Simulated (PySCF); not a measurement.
**Polarisability and C₆ of Re (rhenium, neutral)**

[Xe] 4f14 5d5 6s2, high-spin 6S determinant. All numbers are calculated (PySCF 2.14, a scalar-relativistic core potential, in aug-cc-pVDZ-PP with ECP60MDF (5s5p4d2f, 54 functions)). Coupled (time-dependent) response in atomic units; α is the mean over directions. A double-zeta set is small for polarisabilities.

```csv
method,mean α (bohr³),C₆ (like pair),S(−4)
UHF,94.92,1105,7870
PBE,64.37,735.4,1849
PBE0,67.51,778.0,2124
wB97X,61.23,707.9,1346
B97-3,66.30,770.0,1850
```

S(−4) is the Cauchy moment in α(ω) = α(0) + S(−4) ω² + …

Reference α: 62 ± 3 bohr³ (recommended; Schwerdtfeger and Nagle, table of static dipole polarizabilities (2023 update)). Published C₆: 663.0 (Gould and Bucko (2016)).

Hartree-Fock lies above the reference because it lacks correlation, which contracts the outer shell.

α(iu) at UHF:

```json
{"u (hartree)": "0", "α(iu) (bohr³)": "94.92"}
{"u (hartree)": "0.0500", "α(iu) (bohr³)": "81.03"}
{"u (hartree)": "0.100", "α(iu) (bohr³)": "62.59"}
{"u (hartree)": "0.200", "α(iu) (bohr³)": "38.58"}
{"u (hartree)": "0.300", "α(iu) (bohr³)": "25.88"}
{"u (hartree)": "0.500", "α(iu) (bohr³)": "14.65"}
{"u (hartree)": "0.750", "α(iu) (bohr³)": "9.134"}
{"u (hartree)": "1.00", "α(iu) (bohr³)": "6.434"}
{"u (hartree)": "1.50", "α(iu) (bohr³)": "3.781"}
{"u (hartree)": "2.00", "α(iu) (bohr³)": "2.506"}
{"u (hartree)": "3.00", "α(iu) (bohr³)": "1.328"}
{"u (hartree)": "5.00", "α(iu) (bohr³)": "0.5462"}
```

Energies and moments cover only the electrons outside the core potential. Spin-orbit coupling, which splits the p, d and f shells strongly at this Z, is absent.
